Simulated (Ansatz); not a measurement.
A structure drawn as `[CH3][Ga-]([CH3])([Cl])[SeH2+]`, with this starting geometry:

Cartesian coordinates in Å:
```
C -0.8137 0.2223 -1.6232
Ga 0.2027 -0.2676 -0.0364
C -1.0647 -0.3501 1.4828
Cl 1.2005 -2.2305 -0.2451
Se 1.8967 1.3665 0.3894
H -1.2854 1.2046 -1.5500
H -0.0800 0.2947 -2.5205
H -1.5275 -0.5540 -1.8747
H -0.4855 -0.5310 2.4352
H -1.8234 -1.0937 1.3336
H -1.5604 0.6699 1.6214
H 2.5910 0.4634 1.4024
H 2.7498 0.8056 -0.8148
```

Charge 0, multiplicity 1.

Task: Relax it with Ansatz at PBE-D4/def2-SVP and then PBE0-D4/def2-TZVP. Is the drawn bonding still there?

Result: Yes, every drawn bond is still there and no new one forms.

Task: Give the relaxed structure. (Best estimate.)

Result: Computed: 
Z-matrix (Å, degrees):
```
C
Ga 1 1.967
H 1 1.093 2 109.4
H 1 1.092 2 111.7 3 119.4
H 1 1.091 2 110.9 3 -118.7
C 2 1.967 1 129.4 3 -74.3
Cl 2 2.209 1 113.0 3 79.6
Se 2 2.794 1 98.5 3 177.3
H 6 1.093 2 109.4 1 74.4
H 6 1.091 2 110.9 1 -166.9
H 6 1.092 2 111.7 1 -45.0
H 8 1.468 2 90.5 1 -67.9
H 8 1.468 2 90.4 1 -159.0
```
All modes are real.

Atoms count as bonded under 1.1 times the sum of their covalent radii (H–H under 0.85 Å, pairs among N, O and F under 1.55 Å), and a drawn bond as lost past 1.3 times.
